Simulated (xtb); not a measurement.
C$_{2}$H$_{6}$N, doublet, at a GFN2-xTB geometry; GFN1-xTB (xtb).

The xtb input:
```
$ xtb coord --gfn 1 --uhf 1 --json

# file coord
$coord
      2.2872998025      -0.1210678931      -0.2919106621  c
     -0.0650966052       0.5507958846      -1.3104387447  n
     -2.2254281472       0.1780090262       0.1784111599  c
      3.1972000969      -1.4863034042      -1.5608050630  h
      2.2179165048      -0.9094021815       1.6315560312  h
      3.5202212635       1.5468352059      -0.3051760104  h
     -1.8683627708      -0.6590973927       2.0487521905  h
     -3.5573602778      -1.0181042549      -0.8681804895  h
     -3.1923740766       1.9976473254       0.4173345251  h
$end
```

What the program printed (banner, timings and long lists left out):

```
   ID    Z sym.   atoms
    1    6 c      1, 3
    2    7 n      2
    3    1 h      4-9

           -------------------------------------------------
          |                Calculation Setup                |
           -------------------------------------------------

           -------------------------------------------------
          |                 G F N 1 - x T B                 |
           -------------------------------------------------

          ...................................................
          :                      SETUP                      :
          :.................................................:
          :  # basis functions                  24          :
          :  # atomic orbitals                  24          :
          :  # shells                           18          :
          :  # electrons                        19          :
          :  # halogen bonds                     0          :
          :  max. iterations                   250          :
          :  Hamiltonian                  GFN1-xTB          :
          :  restarted?                      false          :
          :  GBSA solvation                  false          :
          :  PC potential                    false          :
          :  electronic temp.          300.0000000     K    :
          :  accuracy                    1.0000000          :
          :  -> integral cutoff          0.2500000E+02      :
          :  -> integral neglect         0.1000000E-07      :
          :  -> SCF convergence          0.1000000E-05 Eh   :
          :  -> wf. convergence          0.2000000E-04 e    :
          :  Broyden damping             0.4000000          :
          :  net charge                          0          :
          :  unpaired electrons                  1          :
          ...................................................

 iter      E             dE          RMSdq      gap      omega  full diag
   1    -10.6809984 -0.106810E+02  0.697E+00    5.26       0.0  T
   2    -10.6946427 -0.136443E-01  0.427E+00    5.88       1.0  T
   3    -10.6948506 -0.207925E-03  0.540E-01    6.14       1.0  T
   4    -10.6956335 -0.782909E-03  0.559E-02    6.01       1.0  T
   5    -10.6956444 -0.109109E-04  0.418E-03    6.02       8.0  T
   6    -10.6956445 -0.610360E-07  0.144E-03    6.02      23.1  T
   7    -10.6956445 -0.717893E-08  0.187E-05    6.02    1783.8  T
   8    -10.6956445 -0.452971E-12  0.112E-05    6.02    2984.0  T

   *** convergence criteria satisfied after 8 iterations ***

         :::::::::::::::::::::::::::::::::::::::::::::::::::::
         ::                     SUMMARY                     ::
         :::::::::::::::::::::::::::::::::::::::::::::::::::::
         :: total energy             -10.574562041102 Eh    ::
         :: gradient norm              0.027484658954 Eh/a0 ::
         :: HOMO-LUMO gap              6.021730152099 eV    ::
         ::.................................................::
         :: SCC energy               -10.695644514057 Eh    ::
         :: -> electrostatic           0.016147699191 Eh    ::
         :: repulsion energy           0.122957810897 Eh    ::
         :: dispersion energy         -0.001875337942 Eh    ::
         :: halogen bond corr.         0.000000000000 Eh    ::
         :: add. restraining           0.000000000000 Eh    ::
         :: total charge              -0.000000000000 e     ::
         :::::::::::::::::::::::::::::::::::::::::::::::::::::

           -------------------------------------------------
          |                Property Printout                |
           -------------------------------------------------

    * Orbital Energies and Occupations

         #    Occupation            Energy/Eh            Energy/eV
      -------------------------------------------------------------
         1        2.0000           -0.7376980             -20.0738
         2        2.0000           -0.6402385             -17.4218
         3        2.0000           -0.6086337             -16.5618
         4        2.0000           -0.5509894             -14.9932
         5        2.0000           -0.5458352             -14.8529
         6        2.0000           -0.5355872             -14.5741
         7        2.0000           -0.5150415             -14.0150
         8        2.0000           -0.4883575             -13.2889
         9        2.0000           -0.4157174             -11.3122
        10        1.0000           -0.3552941              -9.6680 (HOMO)
        11                         -0.1339996              -3.6463 (LUMO)
        12                         -0.1265639              -3.4440
        13                         -0.0825678              -2.2468
        14                         -0.0693033              -1.8858
        15                         -0.0624265              -1.6987
        16                         -0.0444246              -1.2089
        17                          0.1406145               3.8263
        18                          0.2043917               5.5618
        19                          0.2372680               6.4564
        20                          0.2488956               6.7728
        21                          0.2773133               7.5461
       ...                                ...                  ...
        24                          0.4308279              11.7234
      -------------------------------------------------------------
                  HL-Gap            0.2212945 Eh            6.0217 eV
             Fermi-level           -0.3150763 Eh           -8.5737 eV

  Mulliken/CM5 charges         n(s)   n(p)   n(d)
     1c     0.07739 -0.00072   0.978  2.945  0.000
     2n    -0.34231 -0.55181   1.587  3.756  0.000
     3c     0.07739 -0.00073   0.978  2.945  0.000
     4h     0.04020  0.10176   0.960  0.000  0.000
     5h     0.01327  0.07300   0.987  0.000  0.000
     6h     0.04030  0.10186   0.960  0.000  0.000
     7h     0.01327  0.07300   0.987  0.000  0.000
     8h     0.03995  0.10154   0.960  0.000  0.000
     9h     0.04055  0.10209   0.959  0.000  0.000

Wiberg/Mayer (AO) data.
largest (>0.10) Wiberg bond orders for each atom

 ---------------------------------------------------------------------------
     #   Z sym  total        # sym  WBO       # sym  WBO       # sym  WBO
 ---------------------------------------------------------------------------
     1   6 c    3.982 --     2 n    1.087     5 h    0.975     4 h    0.946
                             6 h    0.946
     2   7 n    2.398 --     1 c    1.087     3 c    1.087
     3   6 c    3.982 --     2 n    1.087     7 h    0.975     8 h    0.947
                             9 h    0.945
     4   1 h    1.017 --     1 c    0.946
     5   1 h    1.007 --     1 c    0.975
     6   1 h    1.017 --     1 c    0.946
     7   1 h    1.007 --     3 c    0.975
     8   1 h    1.017 --     3 c    0.947
     9   1 h    1.017 --     3 c    0.945
 ---------------------------------------------------------------------------

Topologies differ in total number of bonds
Writing topology from bond orders to xtbtopo.mol

 dipole moment from electron density (au)
     X       Y       Z
   0.0547  -0.2921   0.7103  total (Debye):    1.957

           -------------------------------------------------
          | TOTAL ENERGY              -10.574562041102 Eh   |
          | GRADIENT NORM               0.027484658954 Eh/α |
          | HOMO-LUMO GAP               6.021730152099 eV   |
           -------------------------------------------------

normal termination of xtb
```
